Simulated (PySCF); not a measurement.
Bonding in `O[SiH2]O/C=C/F`

Compound: C₂H₅FO₂Si.
Atom-mapped SMILES: `[OH:1][SiH2:2][O:3]/[CH:4]=[CH:5]/[F:6]` (hydrogens: H7 on O1; H8, H9 on Si2; H10 on C4; H11 on C5)

Cartesian coordinates in Å at the GFN2-xTB level; atoms count from 1:
```
atom  x, y, z in Å
O1    -2.014    1.348    0.215
Si2   -1.670   -0.177   -0.213
O3    -0.117   -0.389   -0.698
C4     1.043   -0.197   -0.053
C5     2.209   -0.407   -0.643
F6     3.360   -0.198    0.025
H7    -1.892    2.100   -0.359
H8    -2.308   -0.609   -1.443
H9    -1.965   -0.869    1.029
H10    0.998    0.144    0.974
H11    2.360   -0.745   -1.656
```

Bond orders from the PBE0/pcSseg-1 density (PySCF). Isolated species at its GFN2-xTB geometry (one conformer only).

Question: Where do the orders between heavy atoms depart from those drawn in the SMILES?

Answer: The largest departure is 0.151, at C4–C5 (drawn double, 1.849).

Question: Set the Mayer orders of the bonds beside their lengths.

Answer: 
```json
{"bond": "O1–Si2", "drawn as": "single", "length (Å)": "1.621", "Mayer order": "1.066"}
{"bond": "Si2–O3", "drawn as": "single", "length (Å)": "1.641", "Mayer order": "0.924"}
{"bond": "O3–C4", "drawn as": "single", "length (Å)": "1.341", "Mayer order": "0.962"}
{"bond": "C4–C5", "drawn as": "double", "length (Å)": "1.324", "Mayer order": "1.849"}
{"bond": "C5–F6", "drawn as": "single", "length (Å)": "1.347", "Mayer order": "0.934"}
{"bond": "O1–H7", "drawn as": "single", "length (Å)": "0.954", "Mayer order": "0.930"}
{"bond": "Si2–H8", "drawn as": "single", "length (Å)": "1.451", "Mayer order": "0.906"}
{"bond": "Si2–H9", "drawn as": "single", "length (Å)": "1.452", "Mayer order": "0.909"}
{"bond": "C4–H10", "drawn as": "single", "length (Å)": "1.083", "Mayer order": "0.936"}
{"bond": "C5–H11", "drawn as": "single", "length (Å)": "1.078", "Mayer order": "0.967"}
```

Bonds between the same two heavy elements. O–Si: lowest Si2–O3 (0.924, 1.641 Å), highest O1–Si2 (1.066, 1.621 Å).

Question: Sum the orders of all bonds at each heavy atom with more than one neighbour and set the sums beside the valence in the SMILES.

Answer: O1 1.996 (drawn 2), Si2 3.805 (drawn 4), O3 1.886 (drawn 2), C4 3.747 (drawn 4), C5 3.750 (drawn 4). Orders between atoms that aren't bonded are not in these sums.

Mayer orders depend on the basis set.

These values come from a run that also computed NMR shieldings. On an Arm Neoverse N1 with one thread, shared host with 64 logical CPUs at a one-minute load of 58, this took 19 s and 0.63 GiB of memory at its peak.
